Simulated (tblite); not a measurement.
Parent: `[CH2:1]=[C:2]([CH3:3])[Si@@H:4]1[CH2:5][SiH2:6][C:7]1=[O:8]` with C1–C2–Si4–C5 -14°, C2–Si4–C5–Si6 -101°, Si4–C5–Si6–C7 -8°, C5–Si6–C7–O8 -171°, C2–Si4–C7–Si6 108°, C5H10OSi2.

Structures optimised with GFN2-xTB, isolated species. One conformer each, not checked by frequencies here.

```csv
coordinate of the parent,value
C1=C2,1.327 Å
C2–C3,1.499 Å
C2–Si4,1.886 Å
Si4–C5,1.921 Å
C5–Si6,1.918 Å
Si6–C7,1.957 Å
C7=O8,1.205 Å
Si4–C7,1.962 Å
C1–C2–C3,121.5°
C1–C2–Si4,123.0°
C3–C2–Si4,115.5°
C2–Si4–C5,116.1°
C2–Si4–C7,109.6°
C5–Si4–C7,83.9°
Si4–C5–Si6,96.9°
C5–Si6–C7,84.0°
Si6–C7–O8,132.9°
Si4–C7–Si6,94.2°
Si4–C7–O8,132.8°
```

Question: In one relative the bonds that all share with the parent change as follows (parent's numbers): C1–C2 +0.200, C2–Si4 +0.025, Si4–C5 +0.003, C5–Si6 +0.002, Si6–C7 -0.002, C7–O8 +0.001, Si4–C7 -0.004 Å. Which is it?
A. `[CH3:1][CH:2]([CH3:3])[Si@H:4]1[CH2:5][SiH2:6][C:7]1=[O:8]` with C1–C2–Si4–C5 69°, C2–Si4–C5–Si6 103°, Si4–C5–Si6–C7 8°, C5–Si6–C7–O8 167°, C2–Si4–C7–Si6 -105°
B. `[CH2:1]=[CH:2][Si@H:3]1[CH2:4][SiH2:5][C:6]1=[O:7]` with C1–C2–Si3–C4 -15°

Answer: A. The changes in all of them (Å):

```json
{"SMILES": "CC(C)[Si@H]1C[SiH2]C1=O", "C1–C2": "+0.200", "C2–Si4": "+0.025", "Si4–C5": "+0.003", "C5–Si6": "+0.002", "Si6–C7": "-0.002", "C7–O8": "+0.001", "Si4–C7": "-0.004"}
{"SMILES": "C=C[Si@H]1C[SiH2]C1=O", "C1–C2": "-0.001", "C2–Si4": "-0.007", "Si4–C5": "+0.003", "C5–Si6": "0.000", "Si6–C7": "+0.001", "C7–O8": "-0.001", "Si4–C7": "+0.004"}
```

Atoms are paired thus: CC(C)[Si@H]1C[SiH2]C1=O: C1 = C1, C2 = C2, C3 = C3, Si4 = Si4, C5 = C5, Si6 = Si6, C7 = C7, O8 = O8; C=C[Si@H]1C[SiH2]C1=O: C1 = C1, C2 = C2, Si4 = Si3, C5 = C4, Si6 = Si5, C7 = C6, O8 = O7.

These are computed values.
